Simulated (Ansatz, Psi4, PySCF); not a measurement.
C$_{2}$H$_{6}$Zn, triplet, geometry from GFN2-xTB (such geometries of metal compounds can be far from the true shape) (a higher spin typed on purpose: for a closed-shell molecule this is an excited state), atoms displaced at random by about 0.08 Å a coordinate. Base run: B3LYP/6-31G, gradient run with PySCF.

The PySCF input:
```python
from pyscf import gto, scf, dft

mol = gto.Mole()
mol.atom = '''
    Zn    0.277002   -0.494387    0.375962
    C     0.692980    0.859337   -1.484680
    H     1.520061    0.507979   -2.063034
    H     1.054180    1.856305   -1.067306
    H    -0.356745    1.081671   -2.186143
    C    -1.738725    0.667179    0.533058
    H    -2.469838    0.311682   -0.227103
    H    -1.530363    1.812061    0.333692
    H    -2.085129    0.303286    1.442765
'''
mol.basis = '6-31g'
mol.charge = 0
mol.spin = 2
mol.verbose = 4
mol.build()

mf = dft.UKS(mol)
mf.xc = 'b3lyp'
mf.kernel()
g = mf.nuc_grad_method()
grad = g.kernel()
```

Programs used: Ansatz (a quantum-chemistry and plane-wave program), Psi4, PySCF; a row that names a program was run with it.

The coordinate followed is y of atom 2.

Each row names what was changed in the base input (with any setting that the change needs).

```
change                                                  dE/dx (Eh/bohr)  net force (Eh/bohr)
------------------------------------------------------  ---------------  -------------------
base                                                          -0.048159             0.000064
grids.level = 5; grid_response = off                          -0.048155             0.000019
finite difference step (bohr) = 1e-4; conv_tol = 1e-11        -0.048177                    -
finite difference step (bohr) = 0.05; conv_tol = 1e-11        -0.047888                    -
finite difference step (bohr) = 1e-5; conv_tol = 1e-11        -0.048176                    -
conv_tol = 1e-4                                               -0.047875             0.000064
finite difference step (bohr) = 0.01; conv_tol = 1e-11        -0.048165                    -
grids.level = 0; grid_response = off                          -0.048232             0.002101
grids.level = 1; grid_response = off                          -0.048164             0.000156
finite difference step (bohr) = 0.2; conv_tol = 1e-11         -0.043560                    -
code = psi4                                                   -0.047962             0.000047
code = ansatz                                                 -0.047958             0.000000
```

The net force is zero for an exact gradient.

Open shells are given as the SCF converged; they aren't shown to be the lowest states, and a large step between rows can be another state.
